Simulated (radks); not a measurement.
Tc8+, 35 electrons, occupied as [Ar] 3d10 4s2 4p5. Method: scalar-relativistic Kohn-Sham, SCAN, spin-unpolarised, spherical densities, finite nucleus; meta-GGA in the generalised Kohn-Sham scheme; Fermi nuclear charge, rms radius 4.4112 fm; computed with a radial shooting solver on a logarithmic mesh with Libxc functionals.

Unscreened Slater integrals over Kohn-Sham orbitals (eV).

integral,value
"F0(4p,4p)",22.898
"F2(4p,4p)",12.199
"F0(4p,4s)",23.613
"G1(4p,4s)",16.201
"F0(4p,3d)",29.323
"F2(4p,3d)",7.2849
"G1(4p,3d)",2.3852
"G3(4p,3d)",2.3224
"F0(4p,3p)",29.157
"F2(4p,3p)",7.5357
"G0(4p,3p)",1.9619
"G2(4p,3p)",2.3439
"F0(4s,4s)",24.420
"F0(4s,3d)",30.883
"G2(4s,3d)",2.6564
"F0(4s,3p)",30.704
"G1(4s,3p)",2.5682
"F0(3d,3d)",62.437
"F2(3d,3d)",30.883
"F4(3d,3d)",19.651
"F0(3d,3p)",60.296
"F2(3d,3p)",29.187
"G1(3d,3p)",33.987
"G3(3d,3p)",21.654
"F0(3p,3p)",59.139
"F2(3p,3p)",29.800

Derived for the open shells (J is the average intra-shell exchange parameter used in DFT+U). 4p: J = F2/5 = 2.440 eV.
